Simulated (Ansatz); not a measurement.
Start from `C[C](=O)[GeH2][F]` and change one atom or group to get `CC(=O)[O][GeH3]`.

Ansatz, PBE0-D4/def2-TZVP geometries, multiplicity 1. Each molecule was computed in one conformer, which needn't be the lowest.

Scalar relativity is left out up to krypton.

```json
{"property": "HOMO energy (PBE/def2-TZVPP) / eV", "`C[C](=O)[GeH2][F]`": "-5.80"}
{"property": "HOMO–LUMO gap (PBE0/def2-TZVPP) / eV", "`C[C](=O)[GeH2][F]`": "5.84"}
{"property": "HOMO energy (B3LYP/def2-TZVPP) / eV", "`C[C](=O)[GeH2][F]`": "-7.01"}
{"property": "LUMO energy (PBE/def2-TZVPP) / eV", "`C[C](=O)[GeH2][F]`": "-2.49"}
{"property": "HOMO energy (PBE0/def2-TZVPP) / eV", "`C[C](=O)[GeH2][F]`": "-7.21"}
{"property": "size of the dipole moment (B3LYP/def2-TZVPP) / D", "`C[C](=O)[GeH2][F]`": "0.63"}
```

What does the change do to each property? (Estimate.)

The calculation gave: 
| property | `CC(=O)[O][GeH3]` | shift |
| --- | --- | --- |
| HOMO energy (PBE/def2-TZVPP) / eV | -6.36 | -0.56 |
| HOMO–LUMO gap (PBE0/def2-TZVPP) / eV | 8.20 | 2.36 |
| HOMO energy (B3LYP/def2-TZVPP) / eV | -7.76 | -0.75 |
| LUMO energy (PBE/def2-TZVPP) / eV | -0.88 | 1.61 |
| HOMO energy (PBE0/def2-TZVPP) / eV | -8.02 | -0.81 |
| size of the dipole moment (B3LYP/def2-TZVPP) / D | 1.51 | 0.88 |

With PBE0 the HOMO falls by 0.81 eV and the LUMO rises by 1.55 eV, so the gap widens by about 2.36 eV. PBE moves the HOMO by -0.56 eV and ωB97M-V by -0.99 eV. The zero-point energy changes by 29.8 kJ/mol with +3 modes. Dipoles are sizes alone; their direction can turn.

B3LYP here is the variant with VWN-RPA as its local correlation; programs differ in this.
